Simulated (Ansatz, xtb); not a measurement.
Relaxing a trial structure of C4H5ClO2Si

The starting geometry of this gas-phase singlet was built from a drawn formula by distance geometry and a force field; its bonds are those of `O=C=C(Cl)CC(=O)[SiH3]`.

```yaml
atoms:
  - { symbol: C, position_ang: [3.0070, -0.5252, 1.6002] }
  - { symbol: C, position_ang: [2.4704, -0.7991, 0.4151] }
  - { symbol: C, position_ang: [1.0247, -0.6151, 0.0832] }
  - { symbol: C, position_ang: [0.3228, -1.9813, 0.1679] }
  - { symbol: Cl, position_ang: [3.5370, -1.1724, -0.8779] }
  - { symbol: O, position_ang: [3.4985, -0.2753, 2.5964] }
  - { symbol: O, position_ang: [0.7672, -2.9512, 0.8809] }
  - { symbol: Si, position_ang: [-1.2757, -2.2176, -0.7002] }
  - { symbol: H, position_ang: [0.9140, -0.2473, -0.9312] }
  - { symbol: H, position_ang: [0.5206, 0.0272, 0.7885] }
  - { symbol: H, position_ang: [-1.1962, -3.0700, -1.9433] }
  - { symbol: H, position_ang: [-2.3798, -2.7729, 0.2157] }
  - { symbol: H, position_ang: [-1.7516, -0.9106, -1.1965] }
```

Task: Where would you expect an optimisation with r2SCAN-D4/def2-SVP to take it?

Result: It keeps its bonds, and is `O=C=C(Cl)CC(=O)[SiH3]`.

The energy falls by 0.54 eV over 15 steps:

```tsv
step	E − E(last) (eV)
1	0.537
3	0.020
4	0.011
6	0.007
7	0.005
9	0.002
10	0.001
12	0.000
13	0.000
15	0.000
```

Final geometry (Å):

```yaml
atoms:
  - { symbol: C, position_ang: [3.0151, -0.3734, 1.6334] }
  - { symbol: C, position_ang: [2.5264, -0.7588, 0.4626] }
  - { symbol: C, position_ang: [1.0881, -0.6833, 0.0731] }
  - { symbol: C, position_ang: [0.3705, -2.0383, 0.0382] }
  - { symbol: Cl, position_ang: [3.6507, -1.5088, -0.6490] }
  - { symbol: O, position_ang: [3.4394, -0.0117, 2.6592] }
  - { symbol: O, position_ang: [0.8760, -3.0517, 0.4658] }
  - { symbol: Si, position_ang: [-1.4212, -2.1667, -0.7187] }
  - { symbol: H, position_ang: [0.9769, -0.1989, -0.9172] }
  - { symbol: H, position_ang: [0.5227, -0.0387, 0.7730] }
  - { symbol: H, position_ang: [-1.3159, -3.0108, -1.9428] }
  - { symbol: H, position_ang: [-2.2794, -2.8386, 0.2961] }
  - { symbol: H, position_ang: [-1.9905, -0.8311, -1.0751] }
```

From the same start GFN2-xTB ends elsewhere, differing in C1–O7 (1.48 against 3.62 Å here).

The end wasn't checked by frequencies. Run with Ansatz 0.2.0, 31 s on 2 threads of AMD EPYC 9R45 96-Core Processor (Zen 5), with other jobs on the host.
